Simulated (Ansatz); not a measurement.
**How methods differ on GeH2O (SMILES [O]=[GeH2])**

GeH2O: 4 atoms, total charge 0, spin state singlet. SMILES: `[O]=[GeH2]`. Geometry: a GFN2-xTB relaxation, a rough one for these elements and not checked as a minimum.

```xyz
4

O    -0.0573   -0.9394    1.3060
Ge   -0.0012   -0.0206    0.0286
H    -1.1122    0.0703   -1.0116
H     1.1707    0.8897   -0.3230
```

Quantity: the energy change with the Ge2–H3 bond stretched from 1.525 to 2.287 Å, in eV. The values are calculated.

```json
{"level": "HF/STO-3G (restricted)", "kind": "Hartree–Fock", "program": "Ansatz", "value (eV)": "3.72", "less FCI/STO-3G": "+1.36", "CPU time (all runs)": "0.33 s"}
{"level": "revPBE/STO-3G (restricted)", "kind": "GGA", "program": "Ansatz", "value (eV)": "2.27", "less FCI/STO-3G": "-0.09", "CPU time (all runs)": "2.5 s"}
{"level": "r2SCAN/STO-3G (restricted)", "kind": "meta-GGA", "program": "Ansatz", "value (eV)": "2.56", "less FCI/STO-3G": "+0.20", "CPU time (all runs)": "6.5 s"}
{"level": "r2SCAN0/STO-3G (restricted)", "kind": "hybrid meta-GGA", "program": "Ansatz", "value (eV)": "2.93", "less FCI/STO-3G": "+0.57", "CPU time (all runs)": "6.4 s"}
{"level": "CAM-B3LYP/STO-3G (restricted)", "kind": "range-separated hybrid", "program": "Ansatz", "value (eV)": "2.97", "less FCI/STO-3G": "+0.61", "CPU time (all runs)": "2.6 s"}
{"level": "B2PLYP/STO-3G (restricted)", "kind": "double hybrid", "program": "Ansatz", "value (eV)": "2.76", "less FCI/STO-3G": "+0.40", "CPU time (all runs)": "3.3 s"}
{"level": "CCSDTQ/STO-3G (restricted)", "kind": "coupled cluster or CI", "program": "Ansatz", "value (eV)": "2.36", "less FCI/STO-3G": "0.00", "CPU time (all runs)": "33 s"}
{"level": "FCI/STO-3G", "kind": "exact in the basis", "program": "Ansatz", "value (eV)": "2.36", "less FCI/STO-3G": "0.00", "CPU time (all runs)": "17 s"}
```

FCI/STO-3G is exact within its basis and frozen core, so for wave-function methods in that basis the difference is their error; functionals converge differently with the basis, so for them it is only a difference. Spin-restricted single references rise too steeply as a bond breaks, Hartree–Fock most of all. All-electron rows without a relativistic Hamiltonian named are non-relativistic. The first shape isn't each level's own minimum. The values span 2.27 to 3.72 eV. All rows use very small basis sets, so even the best lies far from the true value. In the correlated wave-function rows the outer d shell of Ge is correlated, in sets not made for it. Times are those of the runs behind each value, whatever else they computed, on shared processors of several kinds: orders of magnitude only.
